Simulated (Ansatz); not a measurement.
Isolated molecules relaxed with PBE0-D4/def2-TZVP in Ansatz; ΔE leaves out vibrations. CCSD(T)/CBS adds triple-zeta CCSD(T) − MP2 to the extrapolated MP2 energy (def2 sets, frozen cores). DFT in def2-TZVPP. B3LYP here is the variant with VWN-RPA as its local correlation; programs differ in this. Each species was taken in one conformer, which may not be the lowest.

Reaction (ligand exchange at a B–N bond): `CNB(F)S` + `CNC` → `CN(C)B(F)S` + CH₃NH₂

`CNB(F)S`:

Z-matrix (Å, degrees):
```
C
N 1 1.445
H 1 1.094 2 111.5
H 1 1.094 2 111.5 3 121.2
H 1 1.089 2 109.3 3 -119.4
B 2 1.393 1 125.7 3 119.2
H 2 1.006 1 115.2 3 -60.8
S 6 1.828 2 120.8 1 -180.0
F 6 1.340 2 119.9 1 0.0
H 8 1.341 6 94.7 2 180.0
```

`CNC`:

Z-matrix (Å, degrees):
```
C
N 1 1.445
H 1 1.094 2 109.4
H 1 1.092 2 110.0 3 117.9
H 1 1.104 2 114.0 3 -120.2
C 2 1.445 1 112.8 3 65.3
H 2 1.011 1 109.8 3 -171.9
H 6 1.104 2 114.0 1 54.9
H 6 1.094 2 109.4 1 -65.3
H 6 1.092 2 110.0 1 176.8
```

`CN(C)B(F)S`:

Z-matrix (Å, degrees):
```
C
N 1 1.441
H 1 1.090 2 110.9
H 1 1.096 2 110.9 3 -120.1
H 1 1.096 2 110.8 3 120.0
C 2 1.445 1 114.0 3 -179.6
B 2 1.395 1 123.8 3 0.6
H 6 1.088 2 110.3 1 -180.0
H 6 1.096 2 110.8 1 -59.7
H 6 1.096 2 110.7 1 59.8
F 7 1.342 2 119.7 1 180.0
S 7 1.830 2 122.1 1 -0.0
H 12 1.341 7 94.2 2 -179.8
```

CH₃NH₂:

Z-matrix (Å, degrees):
```
C
N 1 1.453
H 1 1.092 2 109.4
H 1 1.100 2 115.4 3 -121.6
H 1 1.092 2 109.4 3 116.8
H 2 1.012 1 110.6 3 62.6
H 2 1.012 1 110.6 3 -179.3
```

| level | ΔE (kJ/mol) |
| --- | --- |
| PBE-D4 | -3.7 |
| B3LYP-D4 | -3.3 |
| B2PLYP | -1.7 |
| PBE | -0.5 |
| B3LYP | 1.7 |
| MP2/def2-TZVPP | -7.4 |
| CCSD(T)/def2-TZVPP | -5.8 |
| HF/CBS(def2) | 5.4 |

Task: What does CCSD(T)/CBS give? (Best estimate.)

Result: Ansatz gave: -5.9 kJ/mol. The listed levels differ from it by 2.2, 2.6, 4.2, 5.4, 7.6, -1.5, 0.1, 11.3 kJ/mol.

Largest T1 diagnostic among the species: 0.012.

The D4 term adds −5.1 kJ/mol with B3LYP and −2.9 kJ/mol with PBE0; it sums over pairs of atoms, weighted by their polarisabilities, and B3LYP, whose exchange is more repulsive, gets the larger term. In def2-TZVPP, CCSD(T) changes the Hartree–Fock value by −11.2 kJ/mol (the triples alone add −1.9 kJ/mol) and MP2 by −12.9 kJ/mol.
